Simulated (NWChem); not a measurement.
CHBr₂F; SMILES FC(Br)Br

Computed with NWChem. Pople sets run with spherical d functions. All runs use the structure optimised with PBE0/def2-SVP.

**Question.** Taking B3LYP/aug-cc-pVTZ as the yardstick, which of these has the fewest basis functions while keeping “highest occupied level (eV)” within 0.2 eV of it: B3LYP/def2-TZVP; B3LYP/def2-SVP; B3LYP/def2-SVPD; B3LYP/6-31G*; B3LYP/STO-3G; B3LYP/3-21G?

**Answer.** B3LYP/6-31G* (a larger set in the list lies outside the tolerance).
```json
[
 {"level": "B3LYP/STO-3G", "basis functions": "47", "highest occupied level (eV)": "-5.02", "relative time (rough)": "1"},
 {"level": "B3LYP/3-21G", "basis functions": "64", "highest occupied level (eV)": "-7.61", "relative time (rough)": "1"},
 {"level": "B3LYP/6-31G*", "basis functions": "94", "highest occupied level (eV)": "-8.00", "relative time (rough)": "6"},
 {"level": "B3LYP/def2-SVP", "basis functions": "97", "highest occupied level (eV)": "-7.89", "relative time (rough)": "5"},
 {"level": "B3LYP/def2-SVPD", "basis functions": "133", "highest occupied level (eV)": "-8.17", "relative time (rough)": "9"},
 {"level": "B3LYP/def2-TZVP", "basis functions": "164", "highest occupied level (eV)": "-8.11", "relative time (rough)": "20"},
 {"level": "B3LYP/aug-cc-pVTZ", "basis functions": "233", "highest occupied level (eV)": "-8.14", "relative time (rough)": "80"}
]
```

The yardstick is one finite set, not the basis-set limit.
